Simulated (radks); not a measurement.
All-electron atom: the carbon ion C+ in 1s1 2s2 2p1 3p1 (not the ground configuration).

All-electron calculation, non-relativistic Kohn-Sham, LDA (Slater exchange, Perdew-Wang correlation), spin-polarised, spherical densities, point nucleus; open shells are filled with parallel spins first. Program: a radial shooting solver on a logarithmic mesh with Libxc functionals.

Energy parts (eV):
part                     energy
total                  -704.937
kinetic                 701.262
electron-nucleus      -1579.555
Hartree                 261.721
exchange-correlation    -88.364

Orbitals (lengths in bohr, moments of r in powers of bohr; r(max) is where P^2 peaks):
orbital,occ.,eigenvalue (eV),r(max),<1/r>,<r>
1s up,1,-356.6288,0.1684,5.892,0.2565
1s down,0,-323.2421,0.1720,5.738,0.2650
2s up,1,-39.7519,1.017,1.180,1.241
2s down,1,-35.7491,1.066,1.124,1.302
2p up,1,-32.2582,0.8463,1.150,1.129
2p down,0,-27.7804,0.9185,1.061,1.222
3p up,1,-7.0573,3.619,0.3288,4.081
3p down,0,-5.7610,3.891,0.3027,4.453

The highest occupied level is 3p up at -7.057 eV. The configuration is held as typed, so some empty levels lie below it. The spin density at the nucleus is 67.03 e/bohr^3 (1s 66.54, 2s 0.48), a Fermi contact field of 3.51e+03 T. Virial ratio -V/T = 2.00524. The density falls to 0.001 e/bohr^3 at r = 4.45 bohr. The electron density at the nucleus is 76.53 e/bohr^3. Summed over all electrons, <r^2> = 24.61 bohr^2, which gives a Langevin (diamagnetic) susceptibility term of -19.5 x 10^-6 cm^3/mol. Spin moment in Bohr magnetons: 3.
